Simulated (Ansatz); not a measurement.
Geometry optimisation, RKS revPBE-D4/def2-SVP (Ansatz 0.2.0).

Input:

```yaml
crystal:
  periodic: [false, false, false]
  atoms:
    - { symbol: W, position_ang: [0.0, 0.0, 0.0] }
    - { symbol: F, position_ang: [0.9293, 0.0, 1.8273] }
    - { symbol: H, position_ang: [1.7303, 0.0, 0.8322] }
    - { symbol: H, position_ang: [0.0, 1.72, 0.0] }
    - { symbol: F, position_ang: [-1.85, 0.0, 0.0] }
    - { symbol: H, position_ang: [0.0, -1.72, 0.0] }
    - { symbol: H, position_ang: [0.0, 0.0, -1.72] }
basis:
  gaussian: { orbitals: def2-SVP }
hamiltonian:
  xc: revpbe
  dispersion: d4
relax:
  f_tol: 0.15
  max_steps: 25
  restrain:
    - { distance: [1, 2], at: 0.92, k: 30.0 }
    - { distance: [0, 1], at: 3.05, k: 30.0 }
    - { distance: [0, 2], at: 2.92, k: 30.0 }
output:
  orbitals: {}
```

Launched with:

```bash
$ ansatz run input.yaml --threads 1 --pin off --max-ram 2048MiB --backend cpu --events-out ev --progress --plain --runs-dir out
```

Question: Where does it end, and by what steps?

Answer: The run converged. The restraints hold the end off the free minimum. After 20 steps the energy has fallen by 3.639 eV (the restraints' own energy left out); H3 moved furthest, 1.04 Å. Parted: W1–F2 (2.05 → 3.04 Å), W1–H3 (1.92 → 2.92 Å). Joined: F2–H3 (1.28 → 0.94 Å).

```
step  energy less start (eV)  largest force component (eV/Å)  accepted
   0                  0.0000                           4.888       yes
   1                 -0.6046                           3.551       yes
   2                 -0.7153                           8.339       yes
   3                 -1.9652                           4.735       yes
   4                 -2.9379                           1.815       yes
   5                 -3.2781                           0.656       yes
   6                 -3.3786                           0.855       yes
   7                 -3.4065                           0.517       yes
   8                 -3.4608                           1.040       yes
   9                 -3.4718                           1.664        no
  10                 -3.4979                           0.442       yes
  11                 -3.5332                           0.371       yes
  12                 -3.5746                           0.821       yes
  13                 -3.5778                           0.784       yes
  14                 -3.6126                           0.444       yes
  15                 -3.6037                           1.076        no
  16                 -3.6225                           0.466       yes
  17                 -3.6225                           0.503       yes
  18                 -3.6358                           0.413       yes
  19                 -3.6317                           0.535        no
  20                 -3.6386                           0.347       yes
```

```xyz
7
Properties=species:S:1:pos:R:3
W -0.505 0.150 -0.224
F 1.657 0.205 1.907
H 1.610 -0.681 1.605
H 0.070 1.759 -0.200
F -2.306 -0.160 -0.222
H 0.632 -1.130 -0.053
H -0.350 -0.142 -1.873
```

Run time: 75 s on 1 thread of Arm Neoverse V1, with other jobs on the host, peak memory 0.15 GiB.
